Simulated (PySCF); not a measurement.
**BF₃ + 2 H₂O → BO(OH) + 3 HF**

Level: PBE0 in the def2-TZVP basis family, all electrons, no relativity, computed in PySCF with density fitting; open shells unrestricted.

```csv
species,state and structure,E (Eh),ZPE (kJ/mol),H(298 K) − H(0) (kJ/mol),S° (J/(mol K))
BF₃,"singlet, D3h, B–F 1.311 Å (×3)",-324.38970,32.8,11.7,254.6
H₂O,"singlet, C2v, O–H 0.960 Å (×2); H–O–H 105.1°",-76.37736,56.5,9.9,188.7
BO(OH),"singlet, Cs, B–O 1.211 Å, B–O 1.322 Å, O–H 0.960 Å; B–O–H 117.0°, O–B–O 177.5°",-175.86369,53.6,11.4,242.8
HF,"singlet, C∞v, H–F 0.920 Å",-100.39188,24.9,8.7,173.6
```

What is the electronic reaction energy?

At PBE0/def2-TZVP, ΔE = 275.9 kJ/mol from the differences of the total energies times 2625.5, uphill. 

Add zero-point, thermal and entropy terms for 298.15 K and 1 bar.

ΔZPE = -17.5 and Δ[H(298) − H(0)] = 6.0 kJ/mol give ΔH° = 264.4 kJ/mol. ΔS° = 131.6 J/(mol K), so ΔG° = 264.4 − 298.15 × (0.1316) = 225 kJ/mol. ΔG° would change sign near 2010 K if ΔH° and ΔS° stayed fixed.

The structures come from searches over a few start shapes, so lower isomers are not excluded.
